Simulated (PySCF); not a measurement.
CH5ClF2Si2, SMILES C[Si](F)(F)[SiH2]Cl.

Coordinates come from a B3LYP-D3(BJ)/def2-SVP optimisation. This is a generated structure with no PubChem entry under its InChIKey; it may be hypothetical. Other conformers were not sampled.

Two levels are set side by side: PBE/def2-TZVP (PySCF) and PBE0/def2-TZVP (PySCF). Same geometry, gas phase. Differences are taken from unrounded values.

```csv
quantity,PBE
orbital gap (eV),5.23
highest occupied level (eV),-7.02
lowest empty level (eV),-1.79
dipole moment (D),1.52
mean polarisability (bohr³),76.5
```

Question: These are the PBE values. What does PBE0 give? (The exact figures need the calculation; the answer reports its results.)

Answer: 
```tsv
quantity	PBE0	PBE minus PBE0
orbital gap (eV)	7.36	-2.13
highest occupied level (eV)	-8.29	1.27
lowest empty level (eV)	-0.94	-0.86
dipole moment (D)	1.59	-0.07
mean polarisability (bohr³)	73.3	3.2
```

Without exact exchange PBE keeps part of each electron's self-repulsion, which lifts occupied levels and narrows the gap. Loosely held outer electrons make PBE densities more polarisable. Differences between two approximate levels are no errors against the true value.

Rough cost on one machine, each run with all the roots and properties that it gave: PBE0 against PBE within a factor of 2.
